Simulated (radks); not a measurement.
Valence configurations of Re (all share [Xe]). Method: scalar-relativistic Kohn-Sham, LDA (Slater exchange, Perdew-Wang correlation), spin-polarised, spherical densities, finite nucleus; open shells are filled with parallel spins first (spin-orbit coupling, left out, can overturn this in heavy ions); Fermi nuclear charge, rms radius 5.3698 fm; computed with a radial shooting solver on a logarithmic mesh with Libxc functionals. Energies are relative to 4f14 5d5 6s2; eigenvalues in eV for spin up.

valence               E (eV)  moment (Bohr magnetons)    e(4f)    e(5d)   e(6p)    e(6s)
4f14 5d5 6s2           0.000                        5  -42.408   -6.500       -   -6.738
4f14 5d6 6s1           1.484                        5  -40.235   -4.977       -   -6.144
4f14 5d4.5 6s2 6p0.5   2.630                        5  -44.557   -8.027  -2.311   -7.665
4f14 5d5 6s1 6p1       3.043                        7  -43.844   -7.931  -2.655   -7.979
4f14 5d3 6s2 6p2      13.399                        5  -51.202  -12.541  -3.868  -10.192
4f13.5 5d5.5 6s2      20.023                        5  -47.458   -6.998       -   -6.746
4f13.5 5d6 6s1.5      20.493                        5  -46.257   -6.148       -   -6.427
4f13 5d6 6s2          42.009                        5  -52.603   -7.476       -   -6.740
4f13 5d5.5 6s2 6p0.5  43.990                        6  -54.777   -9.260  -2.301   -7.814
4f12 5d5 6s2 6p2      105.34                        9  -72.504  -15.883  -4.016  -10.817

NIST lists [Xe] 4f14 5d5 6s2 as the ground configuration; this level of theory agrees among the configurations tried. The energies are those of spherical high-spin densities, not of single terms.
